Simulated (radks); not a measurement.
Task: Isoelectronic series with 14 electrons, each ion in its NIST ground configuration. Calculated with a radial shooting solver on a logarithmic mesh with Libxc functionals: Dirac Kohn-Sham, BLYP, spin-unpolarised, spherical densities, finite nucleus; open shells fill j = l - 1/2 first; Fermi nuclear charge, rms radius of each element as measured or else 0.836 A^(1/3) + 0.57 fm. Total energies (hartree) and mean radii <r> (bohr) (* marks an orbital that is empty in some or all of the ions):

ion,configuration,E (hartree),3p3/2*,3p1/2,3s1/2,2p3/2
Si,[Ne] 3s2 3p2,-290.00133,2.821,2.811,2.154,0.5386
K5+,[Ne] 3s2 3p2,-594.03240,1.198,1.193,1.140,0.3493
Cr10+,[Ne] 3s2 3p2,-1011.92764,0.7948,0.7899,0.7881,0.2585
Cu15+,[Ne] 3s2 3p2,-1545.08873,0.5982,0.5930,0.6038,0.2051
Ru30+,[Ne] 3s2 3p2,-3859.56996,0.3445,0.3375,0.3528,0.1263
In35+,[Ne] 3s2 3p2,-4880.19318,0.3016,0.2940,0.3087,0.1118
Xe40+,[Ne] 3s2 3p2,-6032.51546,0.2681,0.2598,0.2738,0.1002

Estimate the row of Se20+ ([Ne] 3s2 3p2).

Result: E (hartree) -2195.57080; 3p3/2* 0.4803; 3p1/2 0.4745; 3s1/2 0.4891; 2p3/2 0.1699.
